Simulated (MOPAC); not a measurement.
MOPAC input (AM1):

```
AM1 PRECISE GNORM=0.05 LET XYZ UHF MS=0.5 GEO-OK AUX(PRECISION=9) THREADS=1
CHO

C    -0.09466700 1   -0.02898400 1   -0.78450900 1
O    -0.03410000 1   -0.01084200 1    0.48128200 1
H     0.84079700 1    0.26064100 1    0.85680100 1
```

Output:

```
 *******************************************************************************
 **                                                                           **
 **                              MOPAC v23.2.5                                **
 **                                                                           **
 *******************************************************************************
 ** MOPAC's Digital Object Identifier: https://doi.org/10.5281/zenodo.6511958 **
 **                                                                           **
 ** Please cite the open-source release paper for use of this MOPAC version:  **
 ** J. E. Moussa and J. J. P. Stewart (2026)                                  **
 ** MOPAC: An open-source semiempirical molecular orbital program             **
 ** J. Open Source Softw., 11(119), 8025, https://doi.org/10.21105/joss.08025 **
 *******************************************************************************

                              AM1 CALCULATION RESULTS

 *******************************************************************************
 *  AM1        - The AM1 Hamiltonian to be used
 *  GEO-OK     - OVERRIDE INTERATOMIC DISTANCE AND OTHER SAFETY CHECKS
 *  UHF        - UNRESTRICTED HARTREE-FOCK CALCULATION
 *  MS=        - IN MECI, MAGNETIC COMPONENT OF SPIN =  0.5
 *  LET        - OVERRIDE SOME SAFETY CHECKS
 *  PRECISE    - TIGHTER CRITERIA TO BE USED
 *  XYZ        - CARTESIAN COORDINATE SYSTEM TO BE USED
 *  GNORM      - EXIT WHEN GRADIENT NORM DROPS BELOW 0.050
 *  AUX        - OUTPUT AUXILIARY INFORMATION
 *******************************************************************************
AM1 PRECISE GNORM=0.05 LET XYZ UHF MS=0.5 GEO-OK AUX(PRECISION=9) THREADS=1
 CHO

   ATOM   CHEMICAL          X               Y               Z
  NUMBER   SYMBOL      (ANGSTROMS)     (ANGSTROMS)     (ANGSTROMS)

     1       C         -0.09466700  *  -0.02898400  *  -0.78450900  *
     2       O         -0.03410000  *  -0.01084200  *   0.48128200  *
     3       H          0.84079700  *   0.26064100  *   0.85680100  *

          CARTESIAN COORDINATES

    NO.       ATOM           X           Y           Z

     1         C         -0.0947     -0.0290     -0.7845
     2         O         -0.0341     -0.0108      0.4813
     3         H          0.8408      0.2606      0.8568

  H: (AM1): M.J.S. DEWAR ET AL, J. AM. CHEM. SOC. 107 3902-3909 (1985)
  C: (AM1): M.J.S. DEWAR ET AL, J. AM. CHEM. SOC. 107 3902-3909 (1985)
  O: (AM1): M.J.S. DEWAR ET AL, J. AM. CHEM. SOC. 107 3902-3909 (1985)

           Empirical Formula: C H O  =     3 atoms

      MOLECULAR POINT GROUP   :   Cs

          UHF CALCULATION, NO. OF ALPHA ELECTRONS =    6
                           NO. OF BETA  ELECTRONS =    5

          Geometry optimization using EF

          DIAGONAL MATRIX USED AS START HESSIAN

 CYCLE:     1  GRAD.:    13.797 HEAT:  37.94412
 CYCLE:     2  GRAD.:   160.787 HEAT:  43.22522
 CYCLE:     3  GRAD.:     7.891 HEAT:  37.93110
 CYCLE:     4  GRAD.:    39.061 HEAT:  38.41943
 CYCLE:     5  GRAD.:     0.889 HEAT:  37.91182
 CYCLE:     6  GRAD.:     0.189 HEAT:  37.91161
 CYCLE:     7  GRAD.:     0.020 HEAT:  37.91160

     GRADIENT =  0.01960 IS LESS THAN CUTOFF =  0.05000

 -------------------------------------------------------------------------------
 AM1 PRECISE GNORM=0.05 LET XYZ UHF MS=0.5 GEO-OK AUX(PRECISION=9) THREADS=1
 CHO

     GEOMETRY OPTIMISED USING EIGENVECTOR FOLLOWING (EF).
     SCF FIELD WAS ACHIEVED

                              AM1 CALCULATION
                                                       MOPAC v23.2.5 Linux

          FINAL HEAT OF FORMATION =         37.91160 KCAL/MOL =     158.62214 KJ/MOL

          COSMO AREA              =         61.57 SQUARE ANGSTROMS
          COSMO VOLUME            =         43.59 CUBIC ANGSTROMS

          GRADIENT NORM           =          0.01960          =       0.01132 PER ATOM
          IONIZATION POTENTIAL    =          8.909530 EV
          ALPHA SOMO LUMO (EV)    =         -8.910  0.699
          BETA  SOMO LUMO (EV)    =        -12.674  1.100
          NO. OF ALPHA ELECTRONS  =          6
          NO. OF BETA  ELECTRONS  =          5
          MOLECULAR WEIGHT        =         29.0183         POINT GROUP:  Cs

          MOLECULAR DIMENSIONS (Angstroms)

            Atom       Atom       Distance
            H     3    C     1     1.91123
            O     2    H     3     0.59390
            C     1    O     2     0.00000

          SCF CALCULATIONS        =          8

   ATOM   CHEMICAL          X               Y               Z
  NUMBER   SYMBOL      (ANGSTROMS)     (ANGSTROMS)     (ANGSTROMS)

     1       C         -0.09483220  *  -0.02903383  *  -0.78730784  *
     2       O         -0.03315512  *  -0.01054999  *   0.48394226  *
     3       H          0.83760267  *   0.25964956  *   0.85586378  *

                             CARTESIAN COORDINATES

   1    C       -0.094832198    -0.029033827    -0.787307840
   2    O       -0.033155121    -0.010549987     0.483942256
   3    H        0.837602673     0.259649563     0.855863781

           Empirical Formula: C H O  =     3 atoms

      MOLECULAR POINT GROUP   :   Cs

          ALPHA EIGENVALUES
 -40.27973 -24.10253 -18.42600 -15.49132 -13.62992  -8.90953   0.69891   2.78807
   5.65635

           BETA EIGENVALUES
 -40.18943 -23.22603 -17.71879 -15.50565 -12.67431   1.09978   1.23921   3.33002
   6.36235

              NET ATOMIC CHARGES AND DIPOLE CONTRIBUTIONS

  ATOM NO.   TYPE          CHARGE      No. of ELECS.   s-Pop       p-Pop
    1          C          -0.011855        4.0119     1.87549     2.13637
    2          O          -0.206211        6.2062     1.83218     4.37403
    3          H           0.218066        0.7819     0.78193
 DIPOLE           X         Y         Z       TOTAL
 POINT-CHG.     0.916     0.284     0.462     1.064
 HYBRID         0.641     0.199     1.049     1.246
 SUM            1.557     0.483     1.511     2.223

          ATOMIC ORBITAL ELECTRON POPULATIONS

     Atom    s        px        py        pz
    1  C   1.87549   0.95433   0.37685   0.80519
    2  O   1.83218   1.37882   1.65533   1.33987
    3  H   0.78193

                    (SZ)    =    0.500000
                    (S**2)  =    0.753989

          ATOMIC ORBITAL SPIN POPULATIONS

    Atom   Total    s     px     py     pz
         Atomic
    1  C  0.9325  0.013  0.789  0.098  0.032
    2  O -0.0525  0.015 -0.032 -0.025 -0.010
    3  H  0.1200  0.120

 **********************
 *                    *
 * JOB ENDED NORMALLY *
 *                    *
 **********************

 == MOPAC DONE ==
```

The geometry given is a B3LYP-D3(BJ)/def2-TZVP minimum.
